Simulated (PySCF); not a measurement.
# Rh²⁺: excitation energy

Rh²⁺ [Kr] 4d7 (4F) → Rh²⁺ [Kr] 4d6 5p1 (high-spin determinant), as a difference of total energies. Calculation: PySCF 2.14, in def2-TZVPPD with the def2 core potential (28 electrons) (6s4p3d2f1g, 56 functions); a scalar-relativistic core potential. Correlated levels: valence and next inner shell: nothing frozen outside the core potential. The calculations carry no spin-orbit coupling.

```tsv
method	excitation energy (eV)
UHF	10.923
MP2 (valence and next inner shell)	11.403
SCS-MP2 (valence and next inner shell)	11.619
CCSD (valence and next inner shell)	11.441
CCSD(T) (valence and next inner shell)	11.428
```

Question: How much does correlation contribute at CCSD(T) (valence and next inner shell)?

Answer: 11.428 − (10.923) = 0.505 eV, measured against UHF.

The determinant of the upper state mixes LS terms, which raises its energy above the lowest term, most at the Hartree-Fock and MP2 levels.
